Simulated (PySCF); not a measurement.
Compound: C5H9O2Si (doublet state).
Numbering: `[CH2:1]=[CH:2][C@:3]1([CH3:4])[CH2:5][O:6][SiH:7][O:8]1` (hydrogens: H9, H10 on C1; H11 on C2; H12, H13, H14 on C4; H15, H16 on C5; H17 on Si7)

Cartesian coordinates in Å at the GFN2-xTB level; atoms count from 1:
```
atom  x, y, z in Å
C1     2.2587    0.1413   -0.7429
C2     1.3309    0.5396    0.1047
C3    -0.1341    0.2027   -0.0033
C4    -0.9732    1.4792    0.0533
C5    -0.5189   -0.7738    1.1505
O6    -0.6885   -2.0520    0.6252
Si7   -0.8224   -2.0371   -1.0170
O8    -0.4075   -0.4604   -1.2103
H9     2.0090   -0.4526   -1.6056
H10    3.2952    0.3998   -0.6117
H11    1.5769    1.1414    0.9695
H12   -2.0273    1.2320   -0.0529
H13   -0.6868    2.1353   -0.7651
H14   -0.8173    1.9941    0.9980
H15    0.2647   -0.8113    1.9128
H16   -1.4568   -0.4544    1.6192
H17   -2.2094   -2.2117   -1.4343
```

The hyperfine couplings belong to this conformer and change with its torsions.

Computed, not measured: UKS B3LYP, pcH-1 on C H O Si, non-relativistic, mean-field spin-orbit, GIAO (PySCF 2.14.0). Geometry: GFN2-xTB, one conformer, isolated molecule. Couplings are sensitive to structure, and on GFN2-xTB geometries they can be far from those on DFT ones, by a factor of two or more for some ions and for spin on atoms past the first row. Stability of the SCF solution: not tested.

**Question.** Give the principal g shifts and their parts.

**Answer.** 
```json
{"Δg (ppm)": "relativistic mass correction", "1": "-168", "2": "-168", "3": "-168"}
{"Δg (ppm)": "gauge correction", "1": "89", "2": "12", "3": "100"}
{"Δg (ppm)": "orbital Zeeman/spin–orbit", "1": "-1794", "2": "303", "3": "841"}
{"Δg (ppm)": "total", "1": "-1874", "2": "147", "3": "773"}
```

So g = 2.00045, 2.00247, 2.00309 and g_iso = 2.00200; the tensor is rhombic: the two nearest values differ by 24 % of g3 − g1. Axes: g1 points within 14° of the Si7–H17 bond.

**Question.** What are the electron Larmor frequencies g μB B/h along the three axes at 1200 mT?

**Answer.** 33.5985, 33.6324, 33.6429 GHz for g1, g2 and g3, a range of 44.5 MHz.

**Question.** At 34.046 GHz, how far is the centre of the isotropic spectrum from where a free electron (g = 2.002319) resonates?

**Answer.** B = hν/(g μB) with μB/h = 13.99624 MHz/mT gives 1214.85 mT for the free electron and 1215.04 mT at g_iso, 0.19 mT higher.

**Question.** How much does each term add to the isotropic shift?

**Answer.** The orbital-Zeeman/spin–orbit term -217, the mass correction -168 and the gauge correction 67 ppm, for a total of -318 ppm. The orbital-Zeeman/spin–orbit term is the largest in size. The mass correction is the same along every axis, so the anisotropy comes from the other two: their spans along these axes are 88 (gauge) and 2635 ppm (orbital Zeeman/spin–orbit).

**Question.** In a frozen sample, at which fields do the three g values resonate at 9.5, 34, 94 and 263 GHz (hyperfine left aside), and which band first spreads them over more than twice a line width of 1.0 mT?

**Answer.** 
```csv
band,GHz,B(g3) mT,B(g2) mT,B(g1) mT,spread mT
X,9.5,338.85,338.96,339.30,0.45
Q,34.0,1212.74,1213.12,1214.34,1.60
W,94.0,3352.86,3353.91,3357.30,4.44
J,263.0,9380.87,9383.80,9393.28,12.41
```

The spread grows in proportion to the frequency. W band is the first where it exceeds 2.0 mT.

The largest Mulliken spin populations are on Si7 (+0.74) and H17 (+0.14). The angles at Si7 add up to 316.0°, so it is pyramidal.

The HOMO–LUMO gaps are 5.84 eV among the α and 4.68 eV among the β orbitals.
